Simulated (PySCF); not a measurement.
# Mercury: highly charged ions in a basis for the neutral atom

Hg⁹⁺ [Xe] 4f14 5d3, Hg¹⁰⁺ [Xe] 4f14 5d2. All numbers are calculated (PySCF 2.14, scalar relativity through the core potential, in def2-SVP with the def2 core potential (60 electrons)). No spin-orbit coupling, so a gap to NIST mixes the basis error with missing relativistic terms.

Changed run: basis of the neutral atom used for a highly charged ion. This setting is unsound on purpose.

```csv
species,method,sound run (hartree),changed run (hartree),converged
Hg⁹⁺,UHF,not run,-130.56488,yes
Hg⁹⁺,M06-2X,not run,-130.91754,yes
Hg⁹⁺,TPSS,not run,-131.07003,yes
Hg¹⁰⁺,UHF,not run,-124.94277,yes
Hg¹⁰⁺,M06-2X,not run,-125.27285,yes
Hg¹⁰⁺,TPSS,not run,-125.42288,yes
```

Ionisation energy of Hg⁹⁺:

```
method  changed run (eV)  NIST (eV)
   UHF            152.99  153 ± 2.2
M06-2X            153.60  153 ± 2.2
  TPSS            153.67  153 ± 2.2
```

The contracted functions were made for the neutral atom and can be too rigid for a highly charged ion.
